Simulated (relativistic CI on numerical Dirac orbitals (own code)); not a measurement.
Hyperfine structure of Mg VIII, mass number 25

Computed by Dirac-Coulomb-Breit CI, orbitals from a KLI potential per configuration, model QED (radiative potential, 1s self-energy scaled to tabulated hydrogen-like ionisation energies), unscaled Slater integrals (own radial code, finite nucleus).

Configurations in the expansion (outside the closed core 1s2): 2s2 2p, 2s 2p2, 2p3, 2s2 3s, 2p2 3s, 2s2 3p, 2p2 3p, 2p2 3d, 2s2 3d, 2s 2p 3s, 2s 2p 3p, 2s 2p 3d, 2s2 4s, 2s2 4p, 2s2 4d, 2s2 4f. Levels of other configurations are missing.

Nuclear spin I = 5/2, μ = -0.85533 μN, Q = 0.199 b (tables of Stone and Pyykkö). The electronic factors are computed for point nuclear moments, without core polarisation or the Bohr-Weisskopf and QED corrections.

| Level | E (eV) | A (MHz) | B (MHz) |
| --- | --- | --- | --- |
| 2s2 2p 2P°_1/2 | 0.0000 | -3615 |  |
| 2s2 2p 2P°_3/2 | 0.4052 | -767.2 | 752 |
| 2s 2p2 4P_1/2 | 15.6336 | -6642 |  |
| 2s 2p2 4P_3/2 | 15.7738 | -3127 | 616 |
| 2s 2p2 4P_5/2 | 15.9778 | -3243 | -774 |
| 2s 2p2 2D_5/2 | 29.3630 | -3617 | 1520 |
| 2s 2p2 2D_3/2 | 29.3697 | 946.5 | 1070 |
| 2s 2p2 2S_1/2 | 37.7607 | -12720 |  |

Levels with J = 0, under 50 % of one LS term, or S terms without an open s electron are left out. Small factors come from cancelling terms and can be off by tens of per cent or more.

At this charge configurations can still be misplaced by up to about 7 % of their energy.

(1) Give the hyperfine levels of 2s2 2p 2P°_1/2 relative to its centre of gravity.

Answers

(1) With K = F(F + 1) − I(I + 1) − J(J + 1), E = AK/2: F = 2: 6326, F = 3: -4519 MHz.
